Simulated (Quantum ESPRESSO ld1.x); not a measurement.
Q: The mean radii <r> (bohr) of the occupied orbitals of an atom or ion are listed with their occupations. Calculated with ld1.x of Quantum ESPRESSO 7.5: scalar-relativistic Kohn-Sham, LDA (Slater exchange, VWN5 correlation), spin-polarised, spherical densities, point nucleus.

| orbital | occ. | <r> |
|---|---|---|
| 1s up | 1 | 0.01804 |
| 1s down | 1 | 0.01804 |
| 2s up | 1 | 0.07625 |
| 2s down | 1 | 0.07625 |
| 2p up | 3 | 0.06836 |
| 2p down | 3 | 0.06836 |
| 3s up | 1 | 0.1976 |
| 3s down | 1 | 0.1976 |
| 3p up | 3 | 0.1980 |
| 3p down | 3 | 0.1980 |
| 3d up | 5 | 0.1793 |
| 3d down | 5 | 0.1793 |
| 4s up | 1 | 0.4408 |
| 4s down | 1 | 0.4408 |
| 4p up | 3 | 0.4689 |
| 4p down | 3 | 0.4688 |
| 4d up | 5 | 0.5004 |
| 4d down | 5 | 0.5001 |
| 5s up | 1 | 1.038 |
| 5s down | 1 | 1.031 |
| 5p up | 3 | 1.212 |
| 5p down | 3 | 1.203 |
| 4f up | 7 | 0.5825 |
| 4f down | 7 | 0.5785 |
| 6s up | 1 | 2.980 |
| 5d up | 5 | 1.900 |
| 6s down | 1 | 3.221 |

Name the element and its charge. Open shells, if any, are filled with parallel spins first.

A: Z = 75, rhenium, charge 0: Re in [Xe] 4f14 5d5 6s2. The 1s radius gives Z: for a bare nucleus <r> = (2 gamma + 1)/(2Z) with gamma = sqrt(1 - (Z/c)^2), 0.01783 bohr for Z = 75, and screening makes it slightly larger (0.01804 here). The occupations add up to 75, and the charge is Z minus that.
